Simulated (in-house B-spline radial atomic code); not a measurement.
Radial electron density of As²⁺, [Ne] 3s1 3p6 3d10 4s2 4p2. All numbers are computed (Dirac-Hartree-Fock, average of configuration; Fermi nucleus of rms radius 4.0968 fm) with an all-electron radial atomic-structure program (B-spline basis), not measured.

Columns: r (bohr), 4πr²n(r) (electrons per bohr), bar.

```
 0.00201    1.303 #
 0.00245    1.859 ##
 0.00299     2.64 ##
 0.00365    3.723 ###
 0.00446    5.209 #####
 0.00544     7.18 #######
 0.00664     9.77 #########
 0.00811    13.08 ############
  0.0099    17.12 ################
  0.0121    21.89 #####################
  0.0148    27.13 #########################
   0.018    32.23 ##############################
   0.022    36.78 ###################################
  0.0269    39.85 #####################################
  0.0328    40.72 ######################################
    0.04    39.32 #####################################
  0.0489    36.36 ##################################
  0.0597    33.67 ################################
  0.0728    33.39 ###############################
  0.0889    36.68 ##################################
   0.109     42.5 ########################################
   0.133     46.9 ############################################
   0.162    46.14 ###########################################
   0.198     39.3 #####################################
   0.241    30.45 #############################
   0.294    25.14 ########################
   0.359    25.95 ########################
   0.439    29.33 ############################
   0.536     29.3 ###########################
   0.654    23.75 ######################
   0.798    15.49 ###############
   0.975    8.598 ########
    1.19    4.931 #####
    1.45    3.554 ###
    1.77    2.817 ###
    2.17    1.909 ##
    2.64    1.004 #
    3.23   0.3692 
    3.94  0.09297 
    4.81  0.01462 
    5.87 0.001319 
    7.17 5.943e-05
```

On this grid the curve has 3 maxima, near 0.0328, 0.133, 0.439 bohr.

The 3s1/2 radial function P(r) = rR(r), positive near the nucleus, with its small component Q(r) (sign convention: Q ≈ (P' + κP/r)/2c):

| r (bohr) | P | Q |
| --- | --- | --- |
| 0.000606 | 0.0313 | -0.00382 |
| 0.000903 | 0.04564 | -0.005603 |
| 0.00135 | 0.06642 | -0.008198 |
| 0.00201 | 0.09556 | -0.01187 |
| 0.00299 | 0.1359 | -0.01703 |
| 0.00446 | 0.1903 | -0.02419 |
| 0.00664 | 0.2593 | -0.03367 |
| 0.0099 | 0.3394 | -0.04561 |
| 0.0148 | 0.4161 | -0.05929 |
| 0.022 | 0.454 | -0.07194 |
| 0.0328 | 0.3955 | -0.07881 |
| 0.0489 | 0.1697 | -0.07239 |
| 0.0728 | -0.2392 | -0.0467 |
| 0.109 | -0.6784 | -0.004537 |
| 0.162 | -0.7343 | 0.03243 |
| 0.241 | -0.06847 | 0.03903 |
| 0.359 | 0.9943 | 0.01356 |
| 0.536 | 1.454 | -0.01134 |
| 0.798 | 0.9619 | -0.01284 |
| 1.19 | 0.3097 | -0.004525 |
| 1.77 | 0.05237 | -0.0006287 |
| 2.64 | 0.009942 | -6.171e-05 |
| 3.94 | 0.002036 | -1.118e-05 |
